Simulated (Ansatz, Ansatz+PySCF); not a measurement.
```yaml
atoms:
  - { symbol: P, position_ang: [0.0000, 0.0000, -1.4183] }
  - { symbol: P, position_ang: [0.0000, 0.0000, 1.4183] }
```

Basis set: cc-pVDZ (spherical functions). Left uncorrelated: 10 orbitals. Charge 0, multiplicity 1.

Computed with Ansatz (development build ahead of 0.2.0); each method stands on the lowest determinant of its kind that the runs found. Restricted functionals stand beside restricted open-shell atoms, which can lie above the unrestricted atoms usual in DFT and then raise those values.

(1) Give the atomization energy at this shape (free ground-state atoms in the same class of orbitals less the molecule, no zero-point energy) of singlet P2 by ωB97X (unrestricted), r²SCAN (unrestricted), r²SCAN (restricted), ωB97X (restricted), PBE0 (unrestricted), PBE (unrestricted), PBE0 (restricted), PBE (restricted), UHF-CCSDT(Q), UHF-CCSD(T), UHF-MP2, UHF.

Answers

(1)

| method | atomization energy |
| --- | --- |
| ωB97X (unrestricted) | 24.21 kcal/mol |
| r²SCAN (unrestricted) | 27.60 kcal/mol |
| r²SCAN (restricted) | -3.37 kcal/mol |
| ωB97X (restricted) | -34.21 kcal/mol |
| PBE0 (unrestricted) | 26.14 kcal/mol |
| PBE (unrestricted) | 34.34 kcal/mol |
| PBE0 (restricted) | -14.66 kcal/mol |
| PBE (restricted) | 16.57 kcal/mol |
| UHF-CCSDT(Q) | 18.14 kcal/mol |
| UHF-CCSD(T) | 14.65 kcal/mol |
| UHF-MP2 | 9.80 kcal/mol |
| UHF | 2.62 kcal/mol |

Caution for ωB97X (unrestricted), ωB97X (restricted), PBE0 (unrestricted), UHF-CCSDT(Q), UHF-CCSD(T), UHF-MP2, UHF: the determinant breaks the point group. Caution for ωB97X (unrestricted), PBE0 (unrestricted), UHF-CCSDT(Q), UHF-CCSD(T), UHF-MP2, UHF: the unrestricted determinant is a mixture of spin states. Caution for r²SCAN (unrestricted), PBE (unrestricted): the unrestricted determinant is spin contaminated. Caution for r²SCAN (restricted), ωB97X (restricted), PBE0 (restricted), PBE (restricted): an unrestricted determinant lies well below. Caution for ωB97X (restricted): the molecule lies well above its atoms at this level. Caution for UHF-CCSDT(Q), UHF-MP2: another reference gives a lower total. Caution for UHF-CCSDT(Q), UHF-CCSD(T), UHF-MP2: bonds are stretched, where a single reference can fail. Caution for UHF-CCSD(T): the program doubts this total.
